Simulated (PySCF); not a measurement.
## Radial density of Ne⁺ (neon, charge +1)

B3LYP, [He] 2s2 2p5, 2P determinant. All numbers are calculated (PySCF 2.14, scalar relativity by spin-free X2C-1e, in cc-pVDZ-DK (3s2p1d, 14 functions)).

```json
{"r (bohr)": "0.00201", "4πr²ρ (e/bohr)": "0.03241", "4πr²(ρα − ρβ)": "0.0000"}
{"r (bohr)": "0.00339", "4πr²ρ (e/bohr)": "0.08965", "4πr²(ρα − ρβ)": "0.0000"}
{"r (bohr)": "0.00570", "4πr²ρ (e/bohr)": "0.2403", "4πr²(ρα − ρβ)": "0.0001"}
{"r (bohr)": "0.00958", "4πr²ρ (e/bohr)": "0.6140", "4πr²(ρα − ρβ)": "0.0002"}
{"r (bohr)": "0.0161", "4πr²ρ (e/bohr)": "1.505", "4πr²(ρα − ρβ)": "0.0006"}
{"r (bohr)": "0.0271", "4πr²ρ (e/bohr)": "3.389", "4πr²(ρα − ρβ)": "0.0015"}
{"r (bohr)": "0.0456", "4πr²ρ (e/bohr)": "6.611", "4πr²(ρα − ρβ)": "0.0045"}
{"r (bohr)": "0.0767", "4πr²ρ (e/bohr)": "10.09", "4πr²(ρα − ρβ)": "0.0173"}
{"r (bohr)": "0.129", "4πr²ρ (e/bohr)": "10.42", "4πr²(ρα − ρβ)": "0.0821"}
{"r (bohr)": "0.217", "4πr²ρ (e/bohr)": "6.562", "4πr²(ρα − ρβ)": "0.3133"}
{"r (bohr)": "0.365", "4πr²ρ (e/bohr)": "5.373", "4πr²(ρα − ρβ)": "0.7819"}
{"r (bohr)": "0.614", "4πr²ρ (e/bohr)": "7.605", "4πr²(ρα − ρβ)": "1.1047"}
{"r (bohr)": "1.03", "4πr²ρ (e/bohr)": "4.866", "4πr²(ρα − ρβ)": "0.6558"}
{"r (bohr)": "1.74", "4πr²ρ (e/bohr)": "0.9155", "4πr²(ρα − ρβ)": "0.1094"}
{"r (bohr)": "2.92", "4πr²ρ (e/bohr)": "0.03644", "4πr²(ρα − ρβ)": "0.0053"}
```

Densities and radii are taken from the X2C orbitals without a picture-change correction, which distorts them close to the nucleus.
